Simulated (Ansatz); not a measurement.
Molecule: hydrogen bromide, HBr (charge 0, singlet). 
Structure (B3LYP-D3(BJ)/def2-TZVP (Ansatz, a first-principles code) minimum search):
```
Br
H 1 1.4248
```

Property: atomisation energy (electronic, to ground-state atoms), in kcal/mol. Valence correlation only, unless marked. Open shells are spin-unrestricted. No spin-orbit coupling. The frozen core is the preceding noble-gas configuration, with the filled d and f shells of earlier blocks. No relativistic terms. The coupled-cluster limit lacks core correlation, which all-electron functionals hold. CBS(X,Y): correlation extrapolated as X^-3; Hartree-Fock from the larger set (for Q and 5 zeta extrapolated as (X+1)exp(-9√X)).

```tsv
level	program	atomisation energy (kcal/mol)
HF/CBS(cc-pVQZ,cc-pV5Z)	Ansatz	65.0
```

### Question
What does CCSD(T)/CBS(cc-pVQZ,cc-pV5Z) (Ansatz) give?

### Answer
93.5 kcal/mol, so HF/CBS(cc-pVQZ,cc-pV5Z) differs from it by -28.5 kcal/mol.
